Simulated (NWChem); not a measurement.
System meant: H$_{2}$TeO$_{2}$; SMILES O[Te]O

Input file for NWChem:

```
start job
memory heap 200 mb stack 900 mb global 1100 mb
geometry units angstroms noautoz
  Te     0.000000     0.000000     0.271285
  O     -1.515261    -0.055027    -1.011423
  H     -1.695956     0.854035    -1.285270
  O      1.515261     0.055027    -1.011423
  H      1.695956    -0.854035    -1.285270
end
basis spherical
  * library def2-svp
end
dft
  xc xpbe96 cpbe96
  iterations 150
  mulliken
end
task dft energy
```

End of the output:

```
             Grid Information
             ----------------
          Grid used for XC integration:  medium
          Radial quadrature: Mura-Knowles
          Angular quadrature: Lebedev.
          Tag              B.-S. Rad. Rad. Pts. Rad. Cut. Ang. Pts.
          ---              ---------- --------- --------- ---------
          Te                  1.40      123           8.0       590
          O                   0.60       49          10.0       434
          H                   0.35       45          10.0       434
          Grid pruning is: on
          Number of quadrature shells:   217
          Spatial weights used:  Erf1

          Convergence Information
          -----------------------
          Convergence aids based upon iterative change in
          total energy or number of iterations.
          Levelshifting, if invoked, occurs when the
          HOMO/LUMO gap drops below (HL_TOL):  1.00D-02
          DIIS, if invoked, will attempt to extrapolate
          using up to (NFOCK): 10 stored Fock matrices.

                    Damping( 0%)  Levelshifting(0.5)       DIIS
                  --------------- ------------------- ---------------
          dE  on:    start            ASAP                start
          dE off:    2 iters        150 iters           150 iters

      Screening Tolerance Information
      -------------------------------
          Density screening/tol_rho:  1.00D-10
          AO Gaussian exp screening on grid/accAOfunc:  14
          CD Gaussian exp screening on grid/accCDfunc:  20
          XC Gaussian exp screening on grid/accXCfunc:  20
          Schwarz screening/accCoul:  1.00D-08

      Superposition of Atomic Density Guess
      -------------------------------------

      charge =      52.0 Te (Tellurium)

      symmetry species            s     p     d     f
      number of basis functions =10     7     6
      number of cont. functions = 4     4     2
      number of closed shells   = 5     3     2
      number of open shells     = 0     1     0
      open shell occupation     = 0     4     0
 ------------------------------------------------------------------------
 atomscf:atomd: error in atom scf                   0
 ------------------------------------------------------------------------
 ------------------------------------------------------------------------
  current input line :
    18: task dft energy
 ------------------------------------------------------------------------
 ------------------------------------------------------------------------
 This error has not yet been assigned to a category
 ------------------------------------------------------------------------
 For more information see the NWChem manual at https://nwchemgit.github.io

0:atomscf:atomd: error in atom scf:Received an Error in Communication
```

Question: What is wrong, and how is it mended?

Answer: The run crashed. Cause: the def2 basis of a heavy element holds valence functions alone and wants its effective core potential (without it all electrons must fit into that basis). This input runs:
```
start job
memory heap 200 mb stack 900 mb global 1100 mb
geometry units angstroms noautoz
  Te     0.000000     0.000000     0.271285
  O     -1.515261    -0.055027    -1.011423
  H     -1.695956     0.854035    -1.285270
  O      1.515261     0.055027    -1.011423
  H      1.695956    -0.854035    -1.285270
end
basis spherical
  * library def2-svp
end
ecp
  Te library def2-ecp
end
dft
  xc xpbe96 cpbe96
  iterations 150
  mulliken
end
task dft energy
```
It converges to -419.35988 Ha (PBE/def2-SVP with def2 effective core potentials on Te).
